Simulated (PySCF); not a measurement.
Al(Me)(SiH3)2 (CH9AlSi2), SMILES [SiH3][Al]([CH3])[SiH3].

Geometry: ωB97X-D3(BJ)/def2-SVP. The structure was generated by enumeration; whether it is a known compound was not checked.

Computed with PySCF with TDA-ωB97X/def2-SVPD.

Vertical excitations. Isolated molecule, no solvent.

### Question
List the lowest excited states. (The exact figures need the calculation; the answer reports its results.)

### Answer

```
state  energy (eV)  λ (nm)      f                                                                 main pairs
-----  -----------  ------  -----  -------------------------------------------------------------------------
S1            4.01     309  0.000                                                             HOMO→LUMO 98 %
S2            4.80     258  0.013                                                           HOMO−1→LUMO 96 %
S3            5.92     209  0.028                                         HOMO→LUMO+1 60 %, HOMO→LUMO+2 28 %
S4            6.66     186  0.414                                         HOMO→LUMO+2 65 %, HOMO→LUMO+1 27 %
S5            7.01     177  0.233                                                         HOMO−1→LUMO+1 72 %
S6            7.03     176  0.043                                         HOMO→LUMO+3 69 %, HOMO→LUMO+4 13 %
S7            7.34     169  0.230                                         HOMO→LUMO+5 60 %, HOMO−3→LUMO 26 %
S8            7.39     168  0.025                                       HOMO−1→LUMO+2 68 %, HOMO→LUMO+4 18 %
S9            7.41     167  0.002                                                           HOMO−2→LUMO 88 %
S10           7.55     164  0.008                                                           HOMO−5→LUMO 65 %
T1            3.44     360      0                                                             HOMO→LUMO 96 %
T2            4.27     291      0                                                           HOMO−1→LUMO 92 %
T3            5.22     237      0                                         HOMO→LUMO+2 59 %, HOMO→LUMO+1 28 %
T4            6.01     206      0  HOMO−1→LUMO+1 45 %, HOMO−1→LUMO+2 19 %, HOMO→LUMO+10 9 %, HOMO→LUMO+4 8 %
```
Triplets are in the Tamm–Dancoff approximation.
